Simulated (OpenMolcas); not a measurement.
**Computed levels of Ru III**

* Program: OpenMolcas
* Method: MS-CASPT2, IPEA 0.25 Eh, imaginary shift 0.1 Eh (closed shells correlated: 4s 4p)
* Basis: ANO-RCC-VTZP [7s6p4d2f1g]
* Scalar Hamiltonian: DKH2, point nucleus
* Active space: 6 electrons in 5 orbitals (4d)
* State averaging: 2S+1 = 5 even, 5 roots; 2S+1 = 3 even, 45 roots kept (CI in the orbitals of an earlier block); 2S+1 = 1 even, 50 roots kept (CI in the orbitals of an earlier block)
* Spin-orbit coupling: RASSI with atomic mean-field integrals over the reference wave functions, term energies averaged over their components

Spin-free terms above the lowest, with the occupations of the reference:

```json
{"Configuration": "4d6", "Term": "5D", "E (cm-1)": "0.0", "Occupations": "4d 6.00"}
{"Configuration": "4d6", "Term": "3H", "E (cm-1)": "15770", "Occupations": "4d 6.00"}
{"Configuration": "4d6", "Term": "3P(1)", "E (cm-1)": "16300", "Occupations": "4d 6.00"}
{"Configuration": "4d6", "Term": "3F(1)", "E (cm-1)": "17130", "Occupations": "4d 6.00"}
{"Configuration": "4d6", "Term": "3G", "E (cm-1)": "18700", "Occupations": "4d 6.00"}
{"Configuration": "4d6", "Term": "3D", "E (cm-1)": "22720", "Occupations": "4d 6.00"}
{"Configuration": "4d6", "Term": "1I", "E (cm-1)": "23640", "Occupations": "4d 6.00"}
{"Configuration": "4d6", "Term": "1G(1)", "E (cm-1)": "24270", "Occupations": "4d 6.00"}
{"Configuration": "4d6", "Term": "1S(1)", "E (cm-1)": "27020", "Occupations": "4d 6.00"}
{"Configuration": "4d6", "Term": "1D(1)", "E (cm-1)": "28600", "Occupations": "4d 6.00"}
{"Configuration": "4d6", "Term": "1F", "E (cm-1)": "32280", "Occupations": "4d 6.00"}
{"Configuration": "4d6", "Term": "3P(2)", "E (cm-1)": "37930", "Occupations": "4d 6.00"}
{"Configuration": "4d6", "Term": "3F(2)", "E (cm-1)": "38360", "Occupations": "4d 6.00"}
{"Configuration": "4d6", "Term": "1G(2)", "E (cm-1)": "43850", "Occupations": "4d 6.00"}
{"Configuration": "4d6", "Term": "1D(2)", "E (cm-1)": "57330", "Occupations": "4d 6.00"}
{"Configuration": "4d6", "Term": "1S(2)", "E (cm-1)": "74830", "Occupations": "4d 6.00"}
```

With spin-orbit coupling, above the lowest level:

```
Configuration   Term  J  E (cm-1)  Measured (cm-1)  Term weight %    Second
          4d6     5D  4       0.0              0.0             99          
          4d6     5D  3      1155             1159             99          
          4d6     5D  2      1845             1826             99          
          4d6     5D  1      2290             2266             98          
          4d6     5D  0      2510             2476             98          
          4d6  3P(1)  2     15940                              96      2 3D
          4d6     3H  4     16310                              47  28 3F(1)
          4d6     3H  6     16340                              98      2 1I
          4d6     3H  5     16590                              83     17 3G
          4d6  3F(1)  4     18000                              54     44 3H
          4d6  3F(1)  3     18040                              83     17 3G
          4d6  3F(1)  2     18530                              97   2 1D(1)
          4d6  3P(1)  1     19220                              95      3 3D
          4d6     3G  5     19930                              83     17 3H
          4d6  3P(1)  0     19960                              88  11 1S(1)
          4d6     3G  4     20930                              80  13 3F(1)
          4d6     3G  3     21190                              83  17 3F(1)
          4d6     3D  2     23750                              93   3 1D(1)
          4d6     3D  1     23900                              96   3 3P(1)
          4d6     3D  3     24070                              98          
          4d6     1I  6     25120                              98      2 3H
          4d6  1G(1)  4     26320                              91   5 3F(1)
          4d6  1S(1)  0     29030                              86  10 3P(1)
          4d6  1D(1)  2     30280                              92      3 3D
          4d6     1F  3     33310                              93   6 3F(2)
          4d6  3P(2)  0     37410                              96   3 1S(1)
          4d6  3P(2)  1     38270                             100          
          4d6  3F(2)  4     39670                              98          
          4d6  3F(2)  2     39720                              99          
          4d6  3F(2)  3     40220                              93      6 1F
          4d6  3P(2)  2     40440                              98          
          4d6  1G(2)  4     45350                              98          
          4d6  1D(2)  2     58700                             100          
          4d6  1S(2)  0     76240                             100
```

Against the 4 measured excited levels shown (Moore, Atomic Energy Levels, vol. III, NSRDS-NBS 35 (1971 reprint of NBS Circular 467, 1958)) the mean absolute deviation is 22 cm-1; the largest miss in energy is 4d6 5D0: computed 2510, measured 2476 cm-1 (+1.4 %).

Spin-orbit coupling puts the lowest level 1288 cm-1 below the lowest spin-free term.

A least-squares Racah fit to the terms below 60000 cm-1, each weighted by 2L + 1 and with a free common offset, gives B = 651 cm-1 and C = 3149 cm-1 (C/B = 4.83), with an rms deviation of 476 cm-1.

For 5D the intervals divided by the larger J are -216.2, -224.8, -230.1, -288.8 cm-1. Landé's interval rule makes them equal in pure LS coupling; they differ by 30 % of their mean. The multiplet is inverted.

Term energies are means over components that CASPT2 splits; among the terms shown or strongly mixed into the levels shown the widest spread is 1500 cm-1 (4d6 1I). Levels of configurations with an s electron are missing; early in the row they begin among the upper levels of the d shell and mix with terms of their name. Terms from blocks run as CI alone lack orbitals of their own. The CASPT2 spread within a term exceeds the gap to the next term for 4d6 3D and 4d6 1I, 4d6 1I and 4d6 1G(1), so the order of their levels is uncertain. Measured partners are found by configuration, term and J. A level has none where our copy of the source lacks it or the pairing is in doubt (some pairs that miss far off the trend of their configuration count as doubtful), and it then counts in no deviation. Only configurations of the active space appear.

The term weight is that of the spin-free term in the level, not the purity of its configuration. A number in round brackets counts repeated terms of one configuration in the order of the reference energies.
